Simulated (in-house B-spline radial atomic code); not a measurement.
**Kr¹⁰⁺: [Ar] 3d8**

Computed with a B-spline radial code for spherical atoms: non-relativistic PBE, spin-polarised, spherical fractional occupations, point nucleus.

Screening seen three ways: the hydrogenic charge with the same mean radius, Z_r = [3n² - l(l+1)]/(2<r>), the one with the same energy, Z_e = n√(-2ε), and Slater's rules. Values are occupation-weighted means over spin.

```
shell  electrons   ε (eV)  <r> (bohr)    Z_r    Z_e  Slater
   1s          2   -14128     0.04245  35.33  32.22   35.70
   2s          2  -2032.5      0.1876  31.98  24.44   31.85
   2p          6  -1860.8      0.1617  30.92  23.39   31.85
   3s          2  -463.58      0.5272  25.61  17.51   24.75
   3p          6  -402.16      0.5257  23.78  16.31   24.75
   3d          8  -293.21      0.5092  20.62  13.93   15.55
```

The least bound orbital is 3d down at -290.7 eV, while the most diffuse is 3s down (<r> = 0.5277 bohr against 0.511 bohr): energy order and size order differ.
